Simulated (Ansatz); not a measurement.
Ansatz (a program for electronic structure) job for AlH₆P₃, SMILES [PH2][Al]([PH2])[PH2], PBE-D3(BJ)/def2-SVP. 

Ansatz 0.2 input:
```yaml
crystal:
  periodic: [false, false, false]
  atoms:
    - {symbol: Al, position_ang: [-0.02450953, 0.00593383, -0.00000000]}
    - {symbol: P, position_ang: [-0.11556137, -2.32538774, 0.00000005]}
    - {symbol: H, position_ang: [0.84362183, -2.45539306, 1.05193719]}
    - {symbol: H, position_ang: [0.84362183, -2.45539310, -1.05193709]}
    - {symbol: P, position_ang: [0.12291326, 1.16324076, -2.01963386]}
    - {symbol: H, position_ang: [-0.87812136, 2.12081634, -1.66815617]}
    - {symbol: H, position_ang: [-0.78317718, 0.28780280, -2.69471593]}
    - {symbol: P, position_ang: [0.12291326, 1.16324084, 2.01963381]}
    - {symbol: H, position_ang: [-0.78317718, 0.28780291, 2.69471592]}
    - {symbol: H, position_ang: [-0.87812136, 2.12081641, 1.66815609]}
basis:
  gaussian:
    orbitals: def2-SVP
hamiltonian:
  xc: pbe
  dispersion: d3bj
relax: {f_tol: 0.002, max_steps: 200}
```

Log of the run:

```
WARN ansatz: RAYON_NUM_THREADS=1 ignored (pool sized by the plan → 1); use --threads N
Functional definition: PBE
integrals: 0.05 GiB planned
1162 factors; their error is unknown
mean field: 0.26 GiB planned
mean field evaluation 1: about -34531.9842 eV, gradient 2.3e1 eV
mean field evaluation 2: about -34531.6082 eV, gradient 2.6e1 eV
mean field evaluation 4: about -34533.9857 eV, gradient 1.1e0 eV
mean field evaluation 8: about -34533.9597 eV, gradient 2.4e-2 eV
mean field -34533.95973997 eV, -1269.0996124852 hartree, gradient 6.5e-5 eV, S^2 0.000000; 0 other end points of the search recorded, 0 dependent functions left out
the calculation of the forces begins
reference -34533.95977586 eV, -1269.0996138043 hartree; 32, 32 occupied and 70, 70 virtual orbitals, 1162 factors
relax step   1: F+E_penalty+E_count = -34534.23619911 eV  Δ(F+E_penalty+E_count) = +0.000e0 eV  max|allowed force component| = 3.664e-1 eV/Å  Δτ_max = 0.0000 Å  (25 SCF iters, accepted)
these checks for a lower state are left out or cut short: starts, cluster_reference, orbital_swaps, neighbouring_geometries, increment
integrals: 0.05 GiB planned
1162 factors; their error is unknown
mean field: 0.26 GiB planned
mean field evaluation 16: about -34534.0012 eV, gradient 1.2e0 eV
mean field -34533.97266358 eV, -1269.1000874191 hartree, gradient 3.6e-5 eV, S^2 0.000000; 0 other end points of the search recorded, 0 dependent functions left out
the calculation of the forces begins
reference -34533.97269947 eV, -1269.1000887379 hartree; 32, 32 occupied and 70, 70 virtual orbitals, 1162 factors
relax step   2: F+E_penalty+E_count = -34534.24772169 eV  Δ(F+E_penalty+E_count) = -1.152e-2 eV  max|allowed force component| = 1.362e-1 eV/Å  Δτ_max = 0.0138 Å  (23 SCF iters, accepted)
these checks for a lower state are left out or cut short: starts, cluster_reference, orbital_swaps, neighbouring_geometries, increment
integrals: 0.05 GiB planned
1162 factors; their error is unknown
mean field: 0.26 GiB planned
mean field -34533.97481832 eV, -1269.1001666045 hartree, gradient 3.9e-5 eV, S^2 0.000000; 0 other end points of the search recorded, 0 dependent functions left out
the calculation of the forces begins
reference -34533.97485417 eV, -1269.1001679219 hartree; 32, 32 occupied and 70, 70 virtual orbitals, 1162 factors
relax step   3: F+E_penalty+E_count = -34534.24948098 eV  Δ(F+E_penalty+E_count) = -1.759e-3 eV  max|allowed force component| = 2.995e-2 eV/Å  Δτ_max = 0.0187 Å  (25 SCF iters, accepted)
these checks for a lower state are left out or cut short: starts, cluster_reference, orbital_swaps, neighbouring_geometries, increment
integrals: 0.05 GiB planned
1162 factors; their error is unknown
mean field: 0.26 GiB planned
mean field evaluation 32: about -34533.9749 eV, gradient 3.9e-5 eV
mean field -34533.97491870 eV, -1269.1001702932 hartree, gradient 3.9e-5 eV, S^2 0.000000; 0 other end points of the search recorded, 0 dependent functions left out
the calculation of the forces begins
reference -34533.97495451 eV, -1269.1001716094 hartree; 32, 32 occupied and 70, 70 virtual orbitals, 1162 factors
relax step   4: F+E_penalty+E_count = -34534.24975408 eV  Δ(F+E_penalty+E_count) = -2.731e-4 eV  max|allowed force component| = 1.282e-2 eV/Å  Δτ_max = 0.0131 Å  (25 SCF iters, accepted)
these checks for a lower state are left out or cut short: starts, cluster_reference, orbital_swaps, neighbouring_geometries, increment
integrals: 0.05 GiB planned
1162 factors; their error is unknown
mean field: 0.26 GiB planned
mean field -34533.97495764 eV, -1269.1001717243 hartree, gradient 1.3e-5 eV, S^2 0.000000; 0 other end points of the search recorded, 0 dependent functions left out
the calculation of the forces begins
reference -34533.97499348 eV, -1269.1001730416 hartree; 32, 32 occupied and 70, 70 virtual orbitals, 1162 factors
relax step   5: F+E_penalty+E_count = -34534.24979538 eV  Δ(F+E_penalty+E_count) = -4.130e-5 eV  max|allowed force component| = 2.712e-2 eV/Å  Δτ_max = 0.0059 Å  (22 SCF iters, accepted)
these checks for a lower state are left out or cut short: starts, cluster_reference, orbital_swaps, neighbouring_geometries, increment
integrals: 0.05 GiB planned
1162 factors; their error is unknown
mean field: 0.26 GiB planned
mean field -34533.97501791 eV, -1269.1001739390 hartree, gradient 3.8e-5 eV, S^2 0.000000; 0 other end points of the search recorded, 0 dependent functions left out
the calculation of the forces begins
reference -34533.97505375 eV, -1269.1001752562 hartree; 32, 32 occupied and 70, 70 virtual orbitals, 1162 factors
relax step   6: F+E_penalty+E_count = -34534.24982276 eV  Δ(F+E_penalty+E_count) = -2.738e-5 eV  max|allowed force component| = 1.148e-3 eV/Å  Δτ_max = 0.0026 Å  (19 SCF iters, accepted)
integrals: 0.05 GiB planned
1162 factors; their error is unknown
mean field: 0.26 GiB planned
mean field -34533.97501791 eV, -1269.1001739390 hartree, gradient 3.8e-5 eV, S^2 0.000000; 1 other end points of the search recorded, 0 dependent functions left out
the calculation of the forces begins
reference -34533.97505375 eV, -1269.1001752562 hartree; 32, 32 occupied and 70, 70 virtual orbitals, 1162 factors
Total energy: -34534.24985860 eV, -1269.1102741483 hartree
Atom 0 at    -0.031049     0.004447     0.000000 Å, force     0.000698     0.000822     0.000000 eV/Å
Atom 1 at    -0.129911    -2.343745     0.000000 Å, force     0.001002    -0.000396     0.000000 eV/Å
Atom 2 at     0.848769    -2.448856     1.053969 Å, force    -0.000551     0.000096    -0.000004 eV/Å
Atom 3 at     0.848769    -2.448856    -1.053969 Å, force    -0.000551     0.000096     0.000004 eV/Å
Atom 4 at     0.137003     1.169834    -2.032762 Å, force     0.000180    -0.001148     0.000359 eV/Å
Atom 5 at    -0.882488     2.121726    -1.668244 Å, force    -0.000549     0.000383    -0.000178 eV/Å
Atom 6 at    -0.787603     0.283685    -2.695089 Å, force     0.000071     0.000455     0.000027 eV/Å
Atom 7 at     0.137003     1.169834     2.032762 Å, force     0.000180    -0.001148    -0.000359 eV/Å
Atom 8 at    -0.787603     0.283685     2.695089 Å, force     0.000071     0.000455    -0.000027 eV/Å
Atom 9 at    -0.882488     2.121726     1.668244 Å, force    -0.000549     0.000383     0.000178 eV/Å
Dipole moment:    -0.157870     0.003625     0.000000 e Å
```

Self-consistency was reached.
